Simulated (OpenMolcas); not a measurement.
**Ionisation energies of iodine**

```
Program             : OpenMolcas 26.06
Basis               : ANO-R2 [7s6p4d2f1g]
Scalar Hamiltonian  : X2C, finite nucleus
Spin-orbit coupling : state interaction with AMFI integrals over the reference wave functions, term energies averaged over their components
```

Active shells in each charge state: the valence s, p shells, with orbitals averaged over the low states. Where CASPT2's correlated closed shells are named, they are those of the first ion.

A. CASSCF
B. SS-CASPT2, IPEA 0.25 Eh, imaginary shift 0.1 Eh (closed shells correlated: 4d)
C. SS-CASPT2, IPEA 0 Eh, imaginary shift 0.1 Eh (closed shells correlated: 4d)
D. SS-CASPT2, IPEA 0.25 Eh, imaginary shift 0.1 Eh (closed shells correlated: none)
E. SS-CASPT2, IPEA 0.25 Eh, imaginary shift 0.1 Eh (closed shells correlated: 4s 4p 4d)

Energies in eV between the lowest computed levels, named as in B; reference values from the NIST Atomic Spectra Database with their kind.

```tsv
From	To	A	B	C	D	E	Spin-orbit share in B	Reference
I3+ 5s2 5p2 3P0	I4+ 5s2 5p 2P* 1/2	39.509	40.471	40.561	40.068	40.482	+0.213	40.357 (measured)
I4+ 5s2 5p 2P* 1/2	I5+ 5s2 1S0	50.166	51.291	51.377	50.761	51.323	+0.908	51.520 (measured)
I5+ 5s2 1S0	I6+ 5s 2S 1/2	73.121	74.185	74.189	73.190	74.266	+0.000	74.400 (semi-empirical)
I6+ 5s 2S 1/2	I7+ 4d10 1S0	85.807	87.345	87.384	85.807	87.455	+0.000	87.610 (semi-empirical)
```

Steps that some method lacks are left out, and so are those with a state whose active s or d shell is doubly occupied in every root (s and p with five to eight electrons, d10) over a frozen core shell of the same l, since the two then mix freely.

Error against the reference values, in %:

```json
{"From": "I3+", "Reference": "measured", "A": "-2.1", "B": "+0.3", "C": "+0.5", "D": "-0.7", "E": "+0.3"}
{"From": "I4+", "Reference": "measured", "A": "-2.6", "B": "-0.4", "C": "-0.3", "D": "-1.5", "E": "-0.4"}
{"From": "I5+", "Reference": "semi-empirical", "A": "-1.7", "B": "-0.3", "C": "-0.3", "D": "-1.6", "E": "-0.2"}
{"From": "I6+", "Reference": "semi-empirical", "A": "-2.1", "B": "-0.3", "C": "-0.3", "D": "-2.1", "E": "-0.2"}
```

Mean absolute error over the 2 measured values: A 1.10 eV, B 0.17 eV, C 0.17 eV, D 0.52 eV, E 0.16 eV.

* marks odd parity.
